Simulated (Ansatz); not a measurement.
Mulliken charges of `BC(=O)CCl` from PBE/def2-TZVPP in Ansatz (PBE0-D4/def2-TZVP geometry).

```
atom   x (Å)   y (Å)   z (Å)  charge (e)
  B1   0.896   0.721  -0.722      -0.182
  C2   0.578  -0.442   0.315       0.118
  O3   1.333  -1.189   0.879      -0.230
  C4  -0.933  -0.500   0.525      -0.022
 Cl5  -1.464   0.832  -0.565      -0.028
  H6   1.233   1.790  -0.310       0.045
  H7   1.066   0.444  -1.871       0.045
  H8  -1.382  -1.434   0.187       0.127
  H9  -1.239  -0.268   1.544       0.127
```

Task: By hand: the dipole of these point charges (1 e Å = 4.8032 D).

Result: Σ q r = (-0.569, -0.038, 0.092) e Å, of length 0.578 e Å = 2.78 D.

Task: How does the dipole of the full density compare? (An estimate is asked.)

Result: Computed: (-0.544, 0.057, 0.008) e Å, 2.63 D; the point charges give 1.06 times that, at 13° from its direction.

Point charges leave out the atoms' own dipoles, such as those of lone pairs, and Mulliken's split depends on the basis, so the close match here is no proof of good charges.
